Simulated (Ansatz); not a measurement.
Cartesian coordinates in Å:
```
C -1.549 -1.914 -1.220
C -1.059 -0.871 -0.848
Al -0.281 0.773 -0.258
C 1.216 0.707 0.979
H -1.982 -2.832 -1.550
H -0.906 2.119 -0.812
H 0.915 0.230 1.919
H 2.028 0.095 0.573
H 1.619 1.693 1.217
```

Charge 0, multiplicity 1.

(1) List the PBE0/def2-TZVPP orbital energies in eV (Ansatz 0.2.0). (Best estimate.)

## Answers

(1) The calculation gave: Occupied: -1527.68, -278.27, -277.71, -277.50, -113.57, -73.71, -73.49, -73.45, -20.74, -19.10, -15.15, -12.22, -11.19, -11.11, -9.37, -8.55, -8.24, -7.81. Lowest empty: -1.46, 0.27, 0.75, 1.35, 1.67, 2.32, 2.65, 3.03.
